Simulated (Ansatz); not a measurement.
Ansatz (a program for electronic structure) job for F5Si2, SMILES F[Si]([Si](F)(F)F)F, multiplicity 2, PBE0/def2-SVPD. The structure is a stationary point at B3LYP-D3(BJ)/def2-SVP. The isomer is the one that the SMILES or the coordinates give; other isomers of the formula were not compared. The values are those of a single conformer.

Ansatz 0.2 input:
```yaml
crystal:
  periodic: [false, false, false]
  atoms:
    - {symbol: F, position_ang: [1.99310851, 0.24451127, 1.30392966]}
    - {symbol: Si, position_ang: [1.35377423, -0.48181768, 0.00000000]}
    - {symbol: F, position_ang: [1.99310850, 0.24451127, -1.30392967]}
    - {symbol: Si, position_ang: [-0.96153497, 0.00862889, 0.00000000]}
    - {symbol: F, position_ang: [-1.33889666, 1.57071807, -0.00000000]}
    - {symbol: F, position_ang: [-1.62873516, -0.66183458, -1.29959553]}
    - {symbol: F, position_ang: [-1.62873516, -0.66183458, 1.29959553]}
basis:
  gaussian:
    orbitals: def2-SVPD
hamiltonian:
  xc: {name: PBE0}
magnetization: {spin_polarized: true, initial_magnetization: 1}
```

Output:

```
WARN ansatz: RAYON_NUM_THREADS=1 ignored (pool sized by the plan → 1); use --threads N
Functional definition: PBE0
integrals: 0.11 GiB planned
1415 factors; their error is unknown
mean field: 1.29 GiB planned
mean field evaluation 1: about -29305.4061 eV, gradient 4.6e1 eV
mean field evaluation 2: about -29293.0350 eV, gradient 7.9e1 eV
mean field evaluation 4: about -29312.1442 eV, gradient 2.7e0 eV
mean field evaluation 8: about -29312.1749 eV, gradient 8.1e-2 eV
mean field evaluation 16: about -29312.4039 eV, gradient 1.1e-4 eV
mean field -29312.40392146 eV, -1077.2109754528 hartree, gradient 2.5e-5 eV, S^2 0.753676; 0 other end points of the search recorded, 0 dependent functions left out
reference -29312.40396248 eV, -1077.2109769600 hartree; 37, 36 occupied and 126, 127 virtual orbitals, 1415 factors
Total energy: -29312.40396248 eV, -1077.2109769600 hartree
```

Self-consistency was reached.
